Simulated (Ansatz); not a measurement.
Reaction (homolysis of the Si–Si bond): `CC[SiH](N)[SiH3]` → `[SiH3]`• + `CC[SiH]N`•

Calculated with Ansatz (gas phase, PBE0-D4/def2-TZVP geometries, no zero-point term in ΔE). CCSD(T)/CBS is the MP2 limit (def2-TZVPP, def2-QZVPP) plus CCSD(T) − MP2 in def2-TZVPP, frozen cores. This one scheme is used for every species. Functionals use def2-TZVPP. No spin–orbit coupling; open shells (•) take unrestricted orbitals. Each species was taken in one conformer, which may not be the lowest.

CCSD(T)/CBS gives +329.1 kJ/mol.

Question: Another level gave +312.6 kJ/mol. Which?
A. CAM-B3LYP-D4/def2-TZVPP
B. r2SCAN0-D4/def2-TZVPP
C. PBE-QIDH/def2-TZVPP
D. LDA (SPW92)/def2-TZVPP

Answer: A. CAM-B3LYP-D4 312.6, LDA (SPW92) 345.9, PBE-QIDH 318.4, r2SCAN0-D4 301.7 kJ/mol.

Largest T1 diagnostic among the species: 0.015.

In def2-TZVPP, CCSD(T) changes the Hartree–Fock value by +84.5 kJ/mol (the triples alone add +5.9 kJ/mol) and MP2 by +86.0 kJ/mol; breaking electron pairs costs correlation energy, which Hartree–Fock lacks. From BLYP to BHLYP (50 % exact exchange), in def2-TZVPP and without D4, ΔE moves by +20.2 kJ/mol. At CCSD(T), def2-SVP lies −27.2 kJ/mol from the extrapolated value and def2-TZVPP −10.8 kJ/mol: correlation converges slowly with the basis, and small sets miss more of it in the bonded molecule than in its fragments.
